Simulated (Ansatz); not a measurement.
Reaction (ligand exchange at the Sc–O bond): `[OH][Sc]([Cl])[O][SiH3]` + silanol → `[SiH3][O][Sc]([Cl])[O][SiH3]` + H₂O

Calculated with Ansatz (gas phase, PBE0-D4/def2-TZVP geometries, no zero-point term in ΔE). CCSD(T)/CBS adds triple-zeta CCSD(T) − MP2 to the extrapolated MP2 energy (def2 sets, frozen cores). This one scheme is used for every species. DFT in def2-TZVPP. For Sc outer-core shells are correlated without core-valence functions, which leaves a few kJ/mol of doubt a bond. Scalar relativity is left out up to krypton. One conformer a species, not always the lowest.

`[OH][Sc]([Cl])[O][SiH3]`:

Cartesian coordinates in Å:
```
O 1.174 -2.102 1.441
Sc 0.758 -0.307 1.366
Cl 1.329 1.139 3.084
O -0.146 0.357 -0.136
Si -0.931 0.869 -1.473
H 1.352 -3.037 1.404
H -2.178 0.079 -1.668
H -1.292 2.306 -1.346
H -0.065 0.697 -2.671
```

`O[SiH3]`:

```xyz
6

O    -1.005    0.280   -0.744
Si    0.290    0.084    0.255
H    -1.339   -0.493   -1.201
H    -0.007   -0.869    1.360
H     0.580    1.425    0.811
H     1.480   -0.427   -0.481
```

`[SiH3][O][Sc]([Cl])[O][SiH3]`:

Cartesian coordinates in Å:
```
Si 2.126 -1.768 -1.179
O 1.017 -0.565 -1.172
Sc -0.270 0.787 -1.076
Cl -0.730 2.131 -2.900
O -1.173 1.019 0.545
Si -1.921 1.171 1.992
H 3.072 -1.590 -2.312
H 1.443 -3.082 -1.321
H 2.894 -1.760 0.095
H -3.349 1.534 1.794
H -1.257 2.233 2.793
H -1.851 -0.112 2.741
```

H₂O:

Cartesian coordinates in Å:
```
O 0.380 0.086 0.001
H -0.147 -0.223 -0.739
H -0.233 0.137 0.738
```

| level | ΔE (kcal/mol) |
| --- | --- |
| BLYP-D4 | -5.6 |
| revPBE | -4.6 |
| BLYP | -4.3 |
| HF/def2-SVP | -7.5 |

(1) What does CCSD(T)/CBS give? (An estimate is asked.)

Largest T1 diagnostic among the species: 0.015.

## Answers

(1) Ansatz gave: -7.0 kcal/mol. The listed levels differ from it by 1.4, 2.4, 2.7, -0.5 kcal/mol.

Leaving LDA and LC-ωPBE aside and taking each functional with its dispersion term where it has one, the values, not all of them listed here, spread over 1.5 kcal/mol, from BHLYP-D4 to ωB97M-V. The D4 term adds −1.1 kcal/mol with B3LYP and −0.7 kcal/mol with PBE0; it sums over pairs of atoms, weighted by their polarisabilities, and B3LYP, whose exchange is more repulsive, gets the larger term. From BLYP to BHLYP (50 % exact exchange), in def2-TZVPP and without D4, ΔE moves by −0.9 kcal/mol.

CCSD(T)/CBS has its own doubt, a few kJ/mol and more with outer-core shells, so smaller differences from it don't rank the levels.

B3LYP here is the variant with VWN-RPA as its local correlation; programs differ in this.
